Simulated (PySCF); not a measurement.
These are TPSSh-D3(BJ)/def2-TZVP // r2SCAN-D4/def2-SVP run with PySCF 2.14.0 values and carry that method's errors. Isolated molecules, 0 K electronic values unless said otherwise. 

Reference species: [Zn(Cl)2] (neutral, multiplicity 1).

| Property | Result |
|---|---|
| charge on the central atom (Mulliken) | 0.62 e |
| HOMO–LUMO gap | 6.33 eV |

Changed species: [Zn(Br)2] (2 of 2 Cl replaced by Br; the reference has 0 of 2 Cl replaced by Br).

Problem. Predict the effect on the charge on the central atom (Mulliken) and HOMO–LUMO gap.

Solution. the charge on the central atom (Mulliken) falls by 0.09 e, to 0.53 e; the HOMO–LUMO gap falls by 0.55 eV, to 5.78 eV.
